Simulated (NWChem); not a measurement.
System: Sn cation, doublet

NWChem input:

```
start job
memory heap 200 mb stack 900 mb global 1100 mb
charge 1
geometry units angstroms noautoz
  Sn     0.000000     0.000000     0.000000
end
basis spherical
  * library def2-svp
end
ecp
  Sn library def2-ecp
end
dft
  odft
  mult 2
  xc xpbe96 cpbe96
  iterations 150
  mulliken
end
task dft gradient
```

Parts of the log:

```
             Northwest Computational Chemistry Package (NWChem) 7.3.0
             --------------------------------------------------------

                             Geometry "geometry" -> ""
                             -------------------------

 Output coordinates in angstroms (scale by  1.889725989 to convert to a.u.)

  No.       Tag          Charge          X              Y              Z
 ---- ---------------- ---------- -------------- -------------- --------------
    1 Sn                  50.0000     0.00000000     0.00000000     0.00000000

 Effective nuclear repulsion energy (a.u.)       0.0000000000

 Summary of "ao basis" -> "ao basis" (spherical)
 ------------------------------------------------------------------------------
       Tag                 Description            Shells   Functions and Types
 ---------------- ------------------------------  ------  ---------------------
 Sn                         def2-svp                10       26   4s4p2d

            General Information
            -------------------
          SCF calculation type: DFT
          Wavefunction type:  spin polarized.
          No. of atoms     :     1
          No. of electrons :    21
           Alpha electrons :    11
            Beta electrons :    10
          Charge           :     1
          Spin multiplicity:     2
          Use of symmetry is: off; symmetry adaption is: off
          Maximum number of iterations: 150
          AO basis - number of functions:    26
                     number of shells:    10
          Convergence on energy requested:  1.00D-06
          Convergence on density requested:  1.00D-05
          Convergence on gradient requested:  5.00D-04

              XC Information
              --------------
          PerdewBurkeErnzerhof Exchange Functional  1.000
            Perdew 1991 LDA Correlation Functional  1.000 local
           PerdewBurkeErnz. Correlation Functional  1.000 non-local

             Grid Information
             ----------------
          Grid used for XC integration:  medium
          Radial quadrature: Mura-Knowles
          Angular quadrature: Lebedev.
          Tag              B.-S. Rad. Rad. Pts. Rad. Cut. Ang. Pts.
          ---              ---------- --------- --------- ---------
          Sn                  1.45      123           6.0       590
          Grid pruning is: on
          Number of quadrature shells:   123
          Spatial weights used:  Erf1

      Superposition of Atomic Density Guess
      -------------------------------------

 Sum of atomic energies:        -249.09574301

 Renormalizing density from      22.00 to     21

      Non-variational initial energy
      ------------------------------

 Total energy =    -210.516430
 1-e energy   =    -358.963671
 2-e energy   =     148.447241
 HOMO         =      -0.417234
 LUMO         =      -0.417234

     ---------------------------------------------
      Total Density - Mulliken Population Analysis
     ---------------------------------------------

    Atom       Charge   Shell Charges
 -----------   ------   -------------------------------------------------------
    1 Sn  22    21.00   1.60  0.45  1.67  0.28  3.25  2.78  0.63  0.34  9.95  0.05

     --------------------------------------------
      Spin Density - Mulliken Population Analysis
     --------------------------------------------

    Atom       Charge   Shell Charges
 -----------   ------   -------------------------------------------------------
    1 Sn  22     1.00   0.00  0.00  0.00  0.00 -0.03  0.03  0.66  0.34  0.00  0.00

   convergence    iter        energy       DeltaE   RMS-Dens  Diis-err
 ---------------- ----- ----------------- --------- --------- ---------
 d= 0,ls=0.0,diis     1   -213.9139274164 -2.14D+02  1.77D-02  2.22D-01
                                                     1.52D-02  2.10D-01
 d= 0,ls=0.5,diis     2   -213.9542675159 -4.03D-02  5.52D-03  7.89D-02
                                                     5.18D-03  7.52D-02
 d= 0,ls=0.5,diis     3   -213.9755575868 -2.13D-02  2.36D-03  3.21D-03
                                                     2.13D-03  2.83D-03
 d= 0,ls=0.5,diis     4   -213.9770675583 -1.51D-03  7.57D-04  1.27D-04
                                                     6.15D-04  7.39D-05
 d= 0,ls=0.5,diis     5   -213.9771547952 -8.72D-05  3.38D-04  2.30D-05
                                                     2.37D-04  9.51D-06
  Resetting Diis
 d= 0,ls=0.5,diis     6   -213.9771714689 -1.67D-05  1.72D-04  5.68D-06
                                                     1.03D-04  1.60D-06
 d= 0,ls=0.5,diis     7   -213.9771757994 -4.33D-06  1.08D-04  1.64D-06
                                                     6.90D-05  3.66D-07
 d= 0,ls=0.5,diis     8   -213.9771771573 -1.36D-06  4.38D-05  3.84D-07
                                                     1.63D-05  7.75D-08
 d= 0,ls=0.5,diis     9   -213.9771774578 -3.01D-07  2.16D-05  9.91D-08
                                                     2.91D-06  6.00D-09
 d= 0,ls=0.5,diis    10   -213.9771775365 -7.87D-08  1.25D-05  3.36D-08
                                                     1.18D-06  2.41D-09
 d= 0,ls=0.5,diis    11   -213.9771775627 -2.62D-08  7.13D-06  1.05D-08
                                                     4.52D-07  4.43D-10

         Total DFT energy =     -213.977177571096
      One electron energy =     -369.658751152384
           Coulomb energy =      173.461974281956
    Exchange-Corr. energy =      -17.780400700668
 Nuclear repulsion energy =        0.000000000000

 Numeric. integr. density =       21.000000028792

                    DFT Final Alpha Molecular Orbital Analysis
                    ------------------------------------------

 Vector    9  Occ=1.000000D+00  E=-1.228920D+00
              MO Center= -4.8D-16, -7.8D-16, -2.9D-16, r^2= 4.0D-01
   Bfn.  Coefficient  Atom+Function         Bfn.  Coefficient  Atom+Function
  ----- ------------  ---------------      ----- ------------  ---------------
    19      0.901235  1 Sn d  0              20      0.271900  1 Sn d  1
    18     -0.241286  1 Sn d -1              24      0.068682  1 Sn d  0
    17      0.040947  1 Sn d -2

 Vector   10  Occ=1.000000D+00  E=-6.672300D-01
              MO Center=  1.6D-15, -1.5D-14, -1.6D-15, r^2= 1.7D+00
   Bfn.  Coefficient  Atom+Function         Bfn.  Coefficient  Atom+Function
  ----- ------------  ---------------      ----- ------------  ---------------
     3      1.010655  1 Sn s                  2     -0.370293  1 Sn s
     1     -0.318786  1 Sn s                  4      0.202410  1 Sn s

 Vector   11  Occ=1.000000D+00  E=-3.907716D-01
              MO Center= -9.3D-17, -6.4D-15, -2.4D-15, r^2= 2.7D+00
   Bfn.  Coefficient  Atom+Function         Bfn.  Coefficient  Atom+Function
  ----- ------------  ---------------      ----- ------------  ---------------
    13      0.699251  1 Sn pz                16      0.418268  1 Sn pz
    10     -0.198271  1 Sn pz                 7     -0.184899  1 Sn pz
    11     -0.118664  1 Sn px                12     -0.105303  1 Sn py
    14     -0.070981  1 Sn px                15     -0.062989  1 Sn py
     8      0.033647  1 Sn px                 5      0.031378  1 Sn px

 Vector   12  Occ=0.000000D+00  E=-3.855380D-01
              MO Center=  4.0D-15,  4.9D-15,  2.3D-15, r^2= 2.7D+00
   Bfn.  Coefficient  Atom+Function         Bfn.  Coefficient  Atom+Function
  ----- ------------  ---------------      ----- ------------  ---------------
    12      0.706020  1 Sn py                15      0.408162  1 Sn py
     9     -0.199744  1 Sn py                 6     -0.185315  1 Sn py
    11     -0.148342  1 Sn px                14     -0.085759  1 Sn px
    13      0.081149  1 Sn pz                16      0.046914  1 Sn pz
     8      0.041968  1 Sn px                 5      0.038936  1 Sn px

 Vector   13  Occ=0.000000D+00  E=-3.855380D-01
              MO Center= -3.5D-15, -2.2D-14, -3.8D-15, r^2= 2.7D+00
   Bfn.  Coefficient  Atom+Function         Bfn.  Coefficient  Atom+Function
  ----- ------------  ---------------      ----- ------------  ---------------
    11      0.700439  1 Sn px                14      0.404936  1 Sn px
     8     -0.198165  1 Sn px                 5     -0.183850  1 Sn px
    13      0.138629  1 Sn pz                12      0.131235  1 Sn py
    16      0.080144  1 Sn pz                15      0.075869  1 Sn py
    10     -0.039220  1 Sn pz                 9     -0.037128  1 Sn py

 Vector   14  Occ=0.000000D+00  E=-9.766723D-02
              MO Center=  3.7D-15, -9.7D-14, -1.9D-14, r^2= 5.2D+00
   Bfn.  Coefficient  Atom+Function         Bfn.  Coefficient  Atom+Function
  ----- ------------  ---------------      ----- ------------  ---------------
     3      2.086132  1 Sn s                  4     -1.999891  1 Sn s
     2     -0.350044  1 Sn s                  1     -0.240733  1 Sn s

                     DFT Final Beta Molecular Orbital Analysis
                     -----------------------------------------

 Vector    8  Occ=1.000000D+00  E=-1.227719D+00
              MO Center=  6.2D-16, -5.4D-16,  1.4D-16, r^2= 3.9D-01
   Bfn.  Coefficient  Atom+Function         Bfn.  Coefficient  Atom+Function
  ----- ------------  ---------------      ----- ------------  ---------------
    20      0.726837  1 Sn d  1              18      0.610919  1 Sn d -1
    21      0.215549  1 Sn d  2              19     -0.057236  1 Sn d  0
    25      0.050264  1 Sn d  1              23      0.042248  1 Sn d -1

 Vector    9  Occ=1.000000D+00  E=-1.222452D+00
              MO Center=  4.6D-16, -2.4D-16,  1.5D-16, r^2= 3.9D-01
   Bfn.  Coefficient  Atom+Function         Bfn.  Coefficient  Atom+Function
  ----- ------------  ---------------      ----- ------------  ---------------
    19      0.903807  1 Sn d  0              20      0.272676  1 Sn d  1
    18     -0.241975  1 Sn d -1              24      0.061808  1 Sn d  0
    17      0.041064  1 Sn d -2               3     -0.028402  1 Sn s

 Vector   10  Occ=1.000000D+00  E=-6.429246D-01
              MO Center= -8.8D-16, -1.4D-14, -2.9D-15, r^2= 1.7D+00
   Bfn.  Coefficient  Atom+Function         Bfn.  Coefficient  Atom+Function
  ----- ------------  ---------------      ----- ------------  ---------------
     3      1.020855  1 Sn s                  2     -0.371933  1 Sn s
     1     -0.319503  1 Sn s                  4      0.191875  1 Sn s
    19      0.029523  1 Sn d  0              24     -0.028954  1 Sn d  0

 Vector   11  Occ=0.000000D+00  E=-3.708349D-01
              MO Center= -9.8D-14,  1.4D-13,  3.6D-15, r^2= 2.7D+00
   Bfn.  Coefficient  Atom+Function         Bfn.  Coefficient  Atom+Function
  ----- ------------  ---------------      ----- ------------  ---------------
    12      0.590410  1 Sn py                11      0.398131  1 Sn px
    15      0.337256  1 Sn py                14      0.227422  1 Sn px
     9     -0.166820  1 Sn py                13      0.156476  1 Sn pz
     6     -0.154312  1 Sn py                 8     -0.112492  1 Sn px
     5     -0.104058  1 Sn px                16      0.089383  1 Sn pz

 Vector   12  Occ=0.000000D+00  E=-3.708349D-01
              MO Center=  6.4D-14,  3.2D-14,  1.6D-14, r^2= 2.7D+00
   Bfn.  Coefficient  Atom+Function         Bfn.  Coefficient  Atom+Function
  ----- ------------  ---------------      ----- ------------  ---------------
    11      0.598757  1 Sn px                12     -0.414160  1 Sn py
    14      0.342023  1 Sn px                15     -0.236577  1 Sn py
     8     -0.169178  1 Sn px                 5     -0.156494  1 Sn px
     9      0.117020  1 Sn py                 6      0.108247  1 Sn py
    13      0.039240  1 Sn pz

 Vector   13  Occ=0.000000D+00  E=-3.378406D-01
              MO Center= -2.5D-15, -1.8D-14, -9.1D-16, r^2= 2.8D+00
   Bfn.  Coefficient  Atom+Function         Bfn.  Coefficient  Atom+Function
  ----- ------------  ---------------      ----- ------------  ---------------
    13      0.681110  1 Sn pz                16      0.436025  1 Sn pz
    10     -0.195928  1 Sn pz                 7     -0.180454  1 Sn pz
    11     -0.115586  1 Sn px                12     -0.102572  1 Sn py
    14     -0.073994  1 Sn px                15     -0.065663  1 Sn py
     8      0.033249  1 Sn px                 5      0.030623  1 Sn px

     ---------------------------------------------
      Total Density - Mulliken Population Analysis
     ---------------------------------------------

    Atom       Charge   Shell Charges
 -----------   ------   -------------------------------------------------------
    1 Sn  22    21.00   1.60  0.44  1.63  0.33  3.28  2.72  0.63  0.37  9.72  0.28

     --------------------------------------------
      Spin Density - Mulliken Population Analysis
     --------------------------------------------

    Atom       Charge   Shell Charges
 -----------   ------   -------------------------------------------------------
    1 Sn  22     1.00  -0.00 -0.00 -0.01  0.01 -0.02  0.03  0.62  0.37 -0.01  0.01

     -------------------------------------------
      Total Density - Lowdin Population Analysis
     -------------------------------------------

    Atom       Charge   Shell Charges
 -----------   ------   -------------------------------------------------------
    1 Sn  22    21.00   1.19  0.81  1.27  0.73  3.01  2.80  0.76  0.43  9.44  0.56

     ------------------------------------------
      Spin Density - Lowdin Population Analysis
     ------------------------------------------

    Atom       Charge   Shell Charges
 -----------   ------   -------------------------------------------------------
    1 Sn  22     1.00   0.00 -0.00 -0.00  0.01  0.00  0.04  0.53  0.42 -0.01  0.01

   alpha - beta orbital overlaps
   -----------------------------

   alpha      1      2      3      4      5      6      7      8      9     10
    beta      1      3      2      4      6      5      8      7      9     10
 overlap   1.000  0.988  0.988  1.000  1.000  1.000  1.000  1.000  1.000  0.999

   alpha     11     12     13     14     15     16     17     18     19     20
    beta     13     12     11     14     17     15     16     21     20     22
 overlap   1.000  0.714  0.714  0.999  1.000  0.958  0.958  0.917  0.917  0.998

   alpha     21     22     23     24     25     26
    beta     18     19     24     23     25     26
 overlap   0.999  0.999  0.880  0.880  1.000  1.000

     --------------------------
     Expectation value of S2:
     --------------------------
      <S2> =      0.7516 (Exact =     0.7500)

            General Information
            -------------------
          SCF calculation type: DFT
          Wavefunction type:  spin polarized.
          No. of atoms     :     1
          No. of electrons :    21
           Alpha electrons :    11
            Beta electrons :    10
          Charge           :     1
          Spin multiplicity:     2
          Use of symmetry is: off; symmetry adaption is: off
          Maximum number of iterations: 150
          AO basis - number of functions:    26
                     number of shells:    10
          Convergence on energy requested:  1.00D-06
          Convergence on density requested:  1.00D-05
          Convergence on gradient requested:  5.00D-04

              XC Information
              --------------
          PerdewBurkeErnzerhof Exchange Functional  1.000
            Perdew 1991 LDA Correlation Functional  1.000 local
           PerdewBurkeErnz. Correlation Functional  1.000 non-local

[...]

                         DFT ENERGY GRADIENTS

    atom               coordinates                        gradient
                 x          y          z           x          y          z
   1 Sn      0.000000   0.000000   0.000000   -0.000000  -0.000000  -0.000000
```

Level: PBE/def2-SVP with def2 effective core potentials on Sn, spin-unrestricted. The open p shell is one determinant without spherical averaging. No stability test was run on the SCF state. def2 effective core potentials on Sn; no spin-orbit coupling.
